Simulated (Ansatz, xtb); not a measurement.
**Relative energy of two isomers of CH6InSi**

Structure a: `C[SiH2][InH]`, a doublet. Structure b: `[CH3][In][SiH3]`, a doublet. Both are isolated molecules in the gas phase, relaxed with r2SCAN-D4/def2-SVP; the shapes shown needn't be the lowest conformers.

a (Å):

```yaml
atoms:
  - { symbol: C, position_ang: [0.6815, 1.1833, 0.3391] }
  - { symbol: In, position_ang: [-1.4137, -1.7988, -1.0160] }
  - { symbol: Si, position_ang: [0.8346, -0.5504, -0.4073] }
  - { symbol: H, position_ang: [1.5863, -1.4379, 0.5416] }
  - { symbol: H, position_ang: [1.6799, 1.6005, 0.5522] }
  - { symbol: H, position_ang: [-3.0011, -1.0589, -0.7296] }
  - { symbol: H, position_ang: [1.6575, -0.4831, -1.6608] }
  - { symbol: H, position_ang: [0.1123, 1.1611, 1.2813] }
  - { symbol: H, position_ang: [0.1651, 1.8686, -0.3508] }
```

b (Å):

```xyz
9

C    -1.9086   -1.0705   -2.3883
In   -1.8748   -1.1183   -0.1799
Si    0.3422   -0.4890    1.1375
H    -1.6392   -0.0532   -2.7166
H    -2.8893   -1.3428   -2.8019
H    -1.1440   -1.7718   -2.7608
H     1.5325   -0.1249    0.2975
H     0.7453   -1.6403    2.0091
H     0.0645    0.6709    2.0459
```

Estimate which is lower in electronic energy at CCSD(T)/def2-SVP + ΔMP2/def2-TZVPP, and by roughly how much.

Too close to call at this level: CCSD(T)/def2-SVP + ΔMP2/def2-TZVPP gives E(b) − E(a) = +1.43 kcal/mol.

Level by level:

| level | geometry | E(b) − E(a) (kcal/mol) | departure from the last row (kcal/mol) | job, with rough time for the two |
| --- | --- | --- | --- | --- |
| r2SCAN-D4/def2-SVP | r2SCAN-D4/def2-SVP | +3.43 | +2.00 | optimisation, 2.8 min |
| HF/def2-SVP | r2SCAN-D4/def2-SVP | +4.24 | +2.81 | part of the CCSD(T) run |
| MP2/def2-SVP | r2SCAN-D4/def2-SVP | +2.46 | +1.03 | part of the CCSD(T) run |
| CCSD(T)/def2-SVP | r2SCAN-D4/def2-SVP | +2.49 | +1.05 | single point |
| CCSD(T)/def2-SVP + ΔMP2/def2-TZVPP | r2SCAN-D4/def2-SVP | +1.43 |  | single point, 25 s |

As drawn, b has 1 C–In, 1 Si–H in place of 1 C–Si, 1 In–H.

The largest departure from CCSD(T)/def2-SVP + ΔMP2/def2-TZVPP is that of HF/def2-SVP, 2.81 kcal/mol. Levels run at GFN2-xTB geometries aren't shown. The last row adds to CCSD(T) the change of the MP2 difference between the two basis sets, here −1.05 kcal/mol.

With harmonic frequencies from r2SCAN-D4/def2-SVP (ideal gas, rigid rotor, one conformer each, 298.15 K, 1 atm): on the last row, ΔE + ΔZPE = +1.61 kcal/mol. A mode under 50 cm⁻¹ makes harmonic enthalpies and free energies unreliable, so none is given.

Open shells are spin-unrestricted. The correlated steps freeze 10 core orbitals; the filled d shell of In is correlated, in a basis made for valence electrons. Atoms past krypton carry core potentials in the def2 sets and no spin–orbit term is included. Codes used: Ansatz 0.2.0; the last row on 2 threads of Intel(R) Xeon(R) 6975P-C (Granite Rapids) on a shared host.
